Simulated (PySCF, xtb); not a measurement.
H₂Si₂, SMILES [Si]=[SiH2] (connectivity only; charge and spin as stated), neutral, multiplicity 1.

GFN2-xTB (xtb) at its own geometry gives an orbital gap of 0.82 eV and a dipole moment of 0.85 D.

Geometry optimised at r2SCAN-D4/def2-TZVP. The isomer is the one that the SMILES or the coordinates give; other isomers of the formula were not compared.

Question: What does CAM-B3LYP/def2-TZVPD (PySCF) give? (The exact figures need the calculation; the answer reports its results.)

Answer: gap 4.58 eV (levels -6.93 and -2.34 eV), dipole 0.19 D.
